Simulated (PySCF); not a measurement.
TaO2F, SMILES [O]=[Ta](=[O])[F], multiplicity 1.

Coordinates come from a B3LYP-D3(BJ)/def2-TZVP optimisation. The spin state was assumed, not searched. The def2 effective core potentials stand for the cores of Ta; spin–orbit coupling is left out.

Level of theory: r2SCAN/def2-TZVPD (PySCF).

The molecule is in vacuum.

Problem. Estimate the frontier levels, gap, dipole moment and polarisability. (An estimate is asked for; the answer gives what the named calculation found.)

Solution. 
* **highest occupied level**: -7.13 eV
* **lowest empty level**: -4.58 eV
* **orbital gap**: 2.54 eV
* **dipole moment**: 5.76 D
* **quadrupole, principal values (traceless, Buckingham form, about the centre of nuclear charge)**: -7.24, -4.92, 12.16 D·Å
* **mean static polarisability**: 41.9 bohr³ (6.21 Å³)
* **polarisability, principal values**: 30.0, 43.8, 51.9 bohr³
